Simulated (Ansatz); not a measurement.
Diatomic AlCu, closed-shell singlet (the spin of the measured ground state). No spin–orbit coupling. Cu is treated without relativity.

D_e counts from the fitted minimum to each atom's lowest state at the same level, without counterpoise. The singlet is restricted.

Correlated levels freeze the inner cores; with def2 sets outer-core shells near the valence are correlated too.

Codes used: Ansatz (an electronic-structure program) with Gaussian orbitals. Values without a source in brackets are computed.

PBE/def2-TZVPP gives 236.7 kJ/mol for the bond energy D_e.

**Question.** Predict the shift from PBE, with its sign, for: r2SCAN/def2-TZVPP, B3LYP/def2-TZVPP, wB97M-V/def2-TZVPP, CCSD(T)/def2-QZVPP.

**Answer.** r2SCAN/def2-TZVPP -15.1; B3LYP/def2-TZVPP -36.6; wB97M-V/def2-TZVPP -27.7; CCSD(T)/def2-QZVPP -30.0 kJ/mol. 0 of 4 lie above PBE; the widest gap is to B3LYP/def2-TZVPP.

Doubts at one or more of the structures used: a restricted determinant that unrestricted orbitals would lower (CCSD(T)/def2-QZVPP).
